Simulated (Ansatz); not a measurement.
Isomers of Sn2Te3 (singlet), relaxed with PBE0-D4/def2-SVP; total energies from Ansatz at r2SCAN0-D4/def2-TZVP.

| isomer | description | energy (Eh) |
| --- | --- | --- |
| A | point group C2v; 6 × Sn–Te 2.81 to 3.00 Å; 1 × Te–Te 2.77 Å | -1233.24802 |
| B | point group not assigned; 5 × Sn–Te 2.69 to 2.99 Å; 1 × Te–Te 2.75 Å | -1233.23270 |
| C | point group C2v; 4 × Sn–Te 2.74 to 2.76 Å; 1 × Te–Te 2.73 Å | -1233.23409 |
| D | point group Cs; 5 × Sn–Te 2.55 to 3.18 Å; 1 × Te–Te 2.76 Å | -1233.20636 |
| E | point group Cs; 4 × Sn–Te 2.78 to 2.88 Å; 1 × Te–Te 2.64 Å | -1233.19014 |

In the def2 sets Sn, Te take a core potential; there is no spin–orbit coupling.

The isomers come from a short search, and lower ones may exist.

Question: Work out the relative energies (1 Eh = 2625.5 kJ/mol) and the Boltzmann populations at 500 K from electronic energies alone (R = 8.314 J/mol/K).

Answer: ΔE: A 0.0, B 40.2, C 36.6, D 109.4, E 152.0 kJ/mol. RT = 4.16 kJ/mol. Factors exp(−ΔE/RT): A 1, B 6.36e-05, C 0.000151, D 3.79e-12, E 1.35e-16; sum 1.000. Populations: A 100.0 %, B 0.0 %, C 0.0 %, D 0.0 %, E 0.0 %. Zero-point energy, vibrational entropy and symmetry numbers are left out and can shift these; an error of 4 kJ/mol changes a ratio by a factor of 2.6. Over the other density-functional and correlated levels in def2 sets, the gap between A and C ranges from 21 to 66 kJ/mol.
